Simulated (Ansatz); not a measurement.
The cluster Sn₂Bi⁺. The state is a triplet with charge 1. Geometry r2SCAN-D4/def2-SVP, that of the neutral doublet; atoms count from 1.

```tsv
atom	x (Å)	y (Å)	z (Å)
Bi1	0.0255	-1.5681	0.3028
Sn2	-0.8586	1.0054	1.0676
Sn3	0.8330	0.5627	-1.3704
```

In the def2 sets Bi, Sn take a core potential; there is no spin–orbit coupling. At PBE0-D4/def2-TZVP a singlet of charge 1 lies 0.24 eV below the triplet, each at its own geometry. The structure comes from a short search, and lower isomers may exist.

Question: Estimate the Mulliken populations from the PBE0/def2-TZVP orbitals of Ansatz.

Answer: 
```
atom  charge (e)  spin (α − β)
 Bi1        0.22          0.61
 Sn2        0.39          0.69
 Sn3        0.39          0.69
```
Mulliken values depend strongly on the basis.

Question: Where does the spin sit?

Answer: Summed by element: Bi 0.61, Sn 1.39, of 2 unpaired in all. Largest on single atoms: Sn2 0.69, Sn3 0.69, Bi1 0.61.

Question: And the Mayer bond orders between heavy atoms (over 0.3)?

Answer: Bi1–Sn2 1.28 (2.83 Å); Bi1–Sn3 1.28 (2.83 Å); Sn2–Sn3 0.91 (3.00 Å).
